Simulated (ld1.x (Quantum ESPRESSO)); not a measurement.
## copper: excitation energies, all-electron against PAW

```
Element                 : copper
Generator               : ld1.x (Quantum ESPRESSO) 7.5
Type                    : PAW
Functional              : PBE
Relativity              : scalar-relativistic
Frozen core             : [Ar]
Valence charge          : 11
Reference configuration : 3d10 4s0.5 4p0.5
Partial waves           : 4s (bound): rcut 1.60, rcutus 2.20 bohr; 4s channel at 0.4 Ry: rcut 1.60, rcutus 2.20 bohr; 4p (bound): rcut 2.50, rcutus 2.95 bohr; 4p channel at 1.25 Ry: rcut 2.50, rcutus 2.95 bohr; 3d (bound): rcut 1.35, rcutus 1.55 bohr; 3d channel at 0.05 Ry: rcut 1.35, rcutus 1.55 bohr
Local potential         : all-electron potential smoothed inside 2.30 bohr (lloc = -1)
Core correction         : Bessel-smoothed model core inside 1.40 bohr
Augmentation charge     : BESSEL, radius 1.15 bohr
```

Energies are relative to the spin-unpolarised reference configuration 3d10 4s0.5 4p0.5; without spin polarisation the order of configurations can differ from experiment. The frozen-core shift is the all-electron ΔE with the core orbitals held at their reference shape minus the fully relaxed ΔE.

| valence configuration | charge | ΔE all-electron (eV) | error AE − PS (meV) | frozen-core shift (meV) |
| --- | --- | --- | --- | --- |
| 3d10 4s1 4p0 | 0 | -2.009 | -0.4 | 0.0 |
| 3d10 4s0 4p0 | +1 | 6.139 | -2.9 | +3.0 |
| 3d9 4s1 4p1 | 0 | 4.801 | -64 | +62 |
| 3d10 4s0.5 4p0 | +0.5 | 1.153 | -0.1 | +0.3 |
| 3d10 4s0 4p1 | 0 | 2.127 | -1.0 | +0.7 |

**Question.** What are ΔE and the potential's error for 3d9 4s2 4p0?

**Answer.** ΔE = -0.039 eV all-electron; the error (AE − PS) is -77 meV.

**Question.** What are ΔE and the potential's error for 3d9 4s0 4p0?

**Answer.** ΔE = 27.471 eV all-electron; the error (AE − PS) is -66 meV.
